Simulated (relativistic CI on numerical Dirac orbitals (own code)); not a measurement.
## Radial parameters of Zr³³⁺

Computed by Dirac-Coulomb-Breit CI, KLI orbitals optimised for each configuration, QED by a radiative potential, unscaled Slater integrals (own radial code, finite nucleus).

Slater integrals F^k, G^k are unscaled and averaged over j, outside the closed core 1s2; ζ comes from projecting the Hamiltonian with its Breit term on Σ l·s of the shell.

- 2s²2p³: F^2(2p,2p) = 713380, ζ(2p) = 500150 cm⁻¹; <r>(2p) = 0.1336, <r^2>(2p) = 0.02159 (bohr units).
- 2s2p⁴: F^2(2p,2p) = 711900, G^1(2s,2p) = 759400, ζ(2p) = 497170 cm⁻¹; <r>(2s) = 0.155, <r^2>(2s) = 0.02822, <r>(2p) = 0.1338, <r^2>(2p) = 0.02168 (bohr units).
- 2p⁵: ζ(2p) = 494250 cm⁻¹; <r>(2p) = 0.1342, <r^2>(2p) = 0.0218 (bohr units).

Averages of the first 10 configurations, taken without configuration mixing, which lowers the lowest level and can move excited configurations by several eV; other configurations of the list can lie among them:

```tsv
Configuration	Parity	States	Average energy above the lowest level (eV)
2s²2p³	odd	20	95.2
2s2p⁴	even	30	315.4
2p⁵	odd	6	566.1
2p⁴3s	even	30	2938.9
2p⁴3p	odd	90	3000.5
2p⁴3d	even	150	3064.1
2s²2p²3s	even	30	2508.5
2s²2p²3p	odd	90	2574.7
2s²2p²3d	even	150	2638.8
2s2p³3s	odd	80	2708.2
```
